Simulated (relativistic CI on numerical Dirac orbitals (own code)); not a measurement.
Calculated at this level of theory: Dirac-Coulomb-Breit CI, KLI orbitals optimised for each configuration, model QED, unscaled Slater integrals (own radial code, finite nucleus).

The strongest absorption lines from the ground level of an ion, among the configurations computed and to levels below about 656 eV (vacuum wavelength in Å, gf): 38.179 (1.2), 38.228 (2.1), 38.362 (3.3), 38.565 (3.1), 47.661 (0.54), 50.263 (1), 57.367 (2.3), 61.295 (0.36).

Q: Which ion is it?
A. Au XLIV
B. Re XLII
C. Au XLVI
D. Au XLVIII

A: C. Au XLVI has 34 electrons and the ground level 4s2 4p4 3P_2; the strongest line goes to 4s2 4p3 4d 3P°_2. The pattern of lines fixes the number of electrons, and along that sequence the line energies rise steadily with the charge (about as its square where n changes within one kind of shell, about linearly where n is kept but much faster in heavy ions where fine structure, which grows about as Z⁴, sets the gap, and irregularly where shells cross), which fixes Z. Configurations outside the model, such as inner-shell arrays, can give stronger lines. At this charge energies of transitions that change n are usually good to better than 1 %, and those within a shell (Δn = 0) to a few per cent.

LS names give the leading component of a level, which can be under half, so a name can repeat, a term be missing and a line seem to break the LS rules.
